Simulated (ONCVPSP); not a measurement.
# Building the ONCV potential for Br (PBEsol, scalar-relativistic).

* Element: Br
* Generator: ONCVPSP 4.0.1
* Type: optimised norm-conserving Vanderbilt (ONCV)
* Functional: PBEsol
* Relativity: scalar-relativistic
* Frozen core: [Ar]
* Valence charge: 17
* Reference configuration: 3d10 4s2 4p4.5 (charge +0.5)
* Partial waves: 4s: rc 1.25 bohr, ncon 4, nbas 7, qcut 6.1 1/bohr, 1 projector; 4p: rc 1.80 bohr, ncon 3, nbas 8, qcut 4.7 1/bohr, 1 projector; 3d: rc 0.95 bohr, ncon 4, nbas 9, qcut 17.1 1/bohr, 3 projectors, debl 1.3 Ha
* Local potential: polynomial inside 0.90 bohr (lpopt 5, dvloc0 6 Ha)
* Core correction: Teter function, fcfact 4, rcfact 1.15

In the d channel the program set the typed energies aside and used -2.649, 0.250, 1.550 Ha.

All-electron outer shells of the reference configuration (PBEsol, scalar-relativistic, ld1.x):

| shell | level (eV) | outermost node (bohr) | outermost maximum (bohr) |
| --- | --- | --- | --- |
| 3s | -243.01 | 0.23 | 0.48 |
| 3p | -178.63 | 0.21 | 0.48 |
| 3d | -72.08 | – | 0.43 |
| 4s | -25.10 | 0.67 | 1.41 |
| 4p | -12.50 | 0.70 | 1.64 |

What the tests gave:

```json
{
  "Cutoffs needed": "119 Ha and 131 Ha (the cutoffs (Ha) at which the residual kinetic energy of the hardest occupied pseudo-wave falls to 1 and 0.1 mHa per electron)",
  "Ghost test": "ghosts flagged at negative energy: s at -34.6 eV; no localised positive-energy state flagged; a true bound ghost makes a file unfit for plane-wave use",
  "Configuration tests": "2 of 4 tests not solved or not reliable",
  "rms error of d²Exc/dni dnj": "7.81 mHa without and 6.39 mHa with the model core"
}
```

Generation and tests took about 4.7 s on one core of a shared server CPU.
